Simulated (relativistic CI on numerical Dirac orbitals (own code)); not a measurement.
## The 27-electron sequence from Co to Mo15+

Calculated at this level of theory: Dirac-Coulomb-Breit CI, KLI orbitals optimised for each configuration, model QED, valence Slater integrals scaled by 0.9, P86 correlation energy added to each configuration (own radial code, finite nucleus).

CI space (outside the closed core [Ne]): 3s2 3p6 3d9, 3s2 3p6 3d7 4s2, 3s2 3p5 3d10, 3s 3p6 3d10, 3s2 3p6 3d8 4s, 3s2 3p6 3d8 4p, 3s2 3p6 3d8 4d. Levels of other configurations are missing.

Energies above each ion's lowest level, in eV. Levels are followed by their leading LS label, which can pass from one level to another where the coupling changes.

```tsv
Ion	3s2 3p6 3d8 4s 4F_9/2	3s2 3p6 3d8 4s 4F_7/2	3s2 3p6 3d8 4s 4F_5/2	3s2 3p6 3d8 4s 4F_3/2	3s2 3p6 3d8 4s 2F_7/2
Co	1.3142	1.3959	1.4609	1.5068	2.0477
Ni+	0	0.11506	0.21317	0.27288	0.81892
Cu2+	6.752	6.9073	7.0364	7.1262	7.6507
Zn3+	15.513	15.715	15.888	16.007	16.497
Ga4+	25.864	26.12	26.348	26.5	26.945
Ge5+	?	?	?	?	?
As6+	50.95	51.33	51.705	51.938	52.264
Se7+	65.576	66.026	66.499	66.779	67.031
Br8+	81.547	82.07	82.661	82.989	83.164
Kr9+	98.84	99.438	100.17	100.55	100.64
Rb10+	117.44	118.11	119.01	119.43	119.45
Sr11+	137.32	138.07	139.16	139.62	139.58
Zr13+	180.89	181.79	183.37	183.86	183.75
Nb14+	204.56	205.52	207.4	207.86	207.77
Mo15+	229.46	230.49	232.7	233.11	233.08
```

(1) Fill in the row of Ge5+.

In the calculation the lowest level changes from 3s2 3p6 3d7 4s2 4F_9/2 to 3s2 3p6 3d8 4s 4F_9/2 at Ni+; from 3s2 3p6 3d8 4s 4F_9/2 to 3s2 3p6 3d9 2D_5/2 at Cu2+.

Between Z = 38 and 42 the energy of 3s2 3p6 3d8 4s 4F_9/2 follows a local power law Z^5.1. For orientation: electrostatic splittings inside a shell grow about linearly with the screened charge, excitations that change n as its square, and fine structure as its fourth power; written in Z itself the exponents are larger, since the screened charge grows faster in proportion.

For Ni+ NIST ASD gives another ground level, 3p6 3d9 2D5/2.

The members near neutrality are the least accurate: they can be off by several eV, miss lower levels of configurations outside the list, or start from a wrong lowest level.

Answers

(1) 3s2 3p6 3d8 4s 4F_9/2 37.698, 3s2 3p6 3d8 4s 4F_7/2 38.013, 3s2 3p6 3d8 4s 4F_5/2 38.307, 3s2 3p6 3d8 4s 4F_3/2 38.498, 3s2 3p6 3d8 4s 2F_7/2 38.888 (eV).
